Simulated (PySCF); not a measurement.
Ge(F)3(OH) (F₃GeHO), SMILES [F][Ge]([F])([OH])[F].

Geometry: PBE-D3(BJ)/def2-SVP. This is a generated structure with no PubChem entry under its InChIKey; it may be hypothetical. One conformer was computed; it need not be the lowest.

All values below come from PBE/def2-TZVP (PySCF).

Gas-phase values at a fixed geometry.

```
Property                                                                                                        Value
---------------------------------------------------------------------------------------------  ----------------------
total energy                                                                                      -2452.00394 hartree
point group                                                                                                        Cs
highest occupied level                                                                                       -8.80 eV
lowest empty level                                                                                           -2.76 eV
orbital gap                                                                                                   6.03 eV
dipole moment                                                                                               0.459 e·Å
quadrupole, principal values (traceless, Buckingham form, about the centre of nuclear charge)  -4.61, -3.08, 7.69 D·Å
mean static polarisability                                                                       30.4 bohr³ (4.50 Å³)
polarisability, principal values                                                               28.7, 29.9, 32.6 bohr³
```
